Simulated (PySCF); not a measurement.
Telling isomers of C$_{5}$H$_{11}$FOSi apart by NMR

- shielding tensors at PBE0/pcSseg-1 (GIAO)
- GFN2-xTB structure
- program: PySCF 2.14
- a single conformation, isolated molecule, non-relativistic, averaged over atoms made equivalent by symmetry, fast rotation or ring inversion

Shifts are taken against calculated references (same method and geometry level): 1H (σ = 31.72 ppm) and 13C (σ = 186.93 ppm) against TMS. Splittings of carbon signals by F and P are missing where no couplings were computed. Where no couplings were computed, multiplicities follow the n + 1 count of equivalent neighbours, and m marks all less simple cases (inequivalent or close neighbours, rings, F or P nearby). Shifts are as computed. Against solution values, carbons near 30 ppm lie about +3 ppm off and those near 130 ppm about +5 ppm. Of 1211 compounds with measured shifts, 218 miss one by over three times the rms of a fit or turn the order of signals round; such compounds aren't used in these exercises. OH and NH positions are gas-phase values without hydrogen bonding to other molecules.

(1) Tabulate the signals of `CO[Si@H]1C[C@@](C)(F)C1`, `C[SiH2]/C(=C\F)CCO` and their relative energies.

(2) What is the quickest way to tell CO[Si@H]1C[C@@](C)(F)C1 from C[SiH2]/C(=C\F)CCO?

## Answers

(1) 
| SMILES | carbon types | δC | δH | E rel. (kcal/mol) |
| --- | --- | --- | --- | --- |
| CO[Si@H]1C[C@@](C)(F)C1 | 1×C 2×CH2 2×CH3 | 89.9, 54.1, 37.2, 33.4 | 5.02 (m, 1H), 3.87 (s, 3H), 2.30 (m, 2H), 1.64 (m, 2H), 1.33 (m, 3H) | 0.0 |
| C[SiH2]/C(=C\F)CCO | 1×C 1×CH 2×CH2 1×CH3 | 164.1, 122.8, 70.9, 37.1, -2.7 | 7.23 (m, 1H), 4.61 (q, 2H), 3.95 (t, 2H), 2.29 (t, 2H), 0.61 (br s, 1H), 0.26 (t, 3H) | 28.3 |

Energies are electronic energies at PBE0/pcSseg-1 on these geometries, without zero-point or thermal terms, each for the one conformer computed, which needn't be the lowest.

(2) Count the carbon signals: 4 against 5. The first has a methyl carbon bonded to O (CH3) at 54.1 ppm, the second an alkene CH at 164.1 ppm. Their most deshielded carbons lie at 89.9 and 164.1 ppm. In the proton spectra the most deshielded non-exchanging signals are 5.02 (m, 1H) and 7.23 (m, 1H).
